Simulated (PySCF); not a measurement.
Electron correlation in N²⁺ (nitrogen, charge +2)

[He] 2s2 3s1, 2S determinant (an excited configuration). Computed with PySCF 2.14 in aug-cc-pCVTZ-DK, with the spin-free X2C one-electron Hamiltonian (Gaussian nucleus). Frozen: 1s2; 3 electrons correlated.

MP2 pair energies summed by pair of shells (mhartree):

```
 pair  energy  share (%)
2s-2s  -50.19       76.7
2s-3s  -15.25       23.3
```

Total MP2 correlation energy: -65.44 mhartree.

Same-spin part -4.37 and opposite-spin part -61.08 mhartree; SCS-MP2 scales them by 1/3 and 6/5 to -74.75 mhartree.
